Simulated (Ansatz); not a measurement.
Vertical singlet–triplet gap (eV) of eight silicon and germanium compounds: PBE beside CAM-B3LYP, computed with Ansatz (an electronic-structure program) for isolated molecules in the bases named; differences from unrounded values. The eight are the first of their class met in an unordered collection, after screening for sound electronic states; none was chosen by its value. Functionals give these values as differences of separate SCF runs (ΔSCF), EOM-CCSD as a root; each molecule has one DFT geometry for both levels.

```
molecule                                                basis  CAM-B3LYP   PBE  difference
-------------------------------------------------  ----------  ---------  ----  ----------
C3H9FOSi, SMILES CO[Si@@H](C)CF                     def2-SVPD       6.87  5.80       -1.08
C₂H₄N₂OSi, SMILES N(=C\O[SiH3])/C#N                 def2-SVPD       4.10  3.99       -0.11
silacyclobutane (C3H8Si), SMILES [SiH2]1CCC1        def2-SVPD       6.79  6.10       -0.69
CH7NSi3, SMILES [SiH3][Si@H]1N=C[SiH2]1            def2-TZVPD       2.90  2.79       -0.10
Ge(F)3(OH) (F3GeHO), SMILES [OH][Ge]([F])([F])[F]   def2-SVPD       6.96  6.33       -0.62
C₂H₄GeN₂, SMILES N(=[CH]/[GeH3])/C#N                def2-SVPD       3.07  2.88       -0.19
C2H4N2OSi, SMILES O[Si@H]1C=NC=N1                   def2-SVPD       2.86  2.37       -0.49
CH7ClN2Si, SMILES [Si@H](Cl)(CN)N                  def2-TZVPD       5.61  5.08       -0.53
```

PBE lies below CAM-B3LYP in 8 and above it in 0 of the eight; the mean signed difference is -0.48 and the largest -1.08 eV.
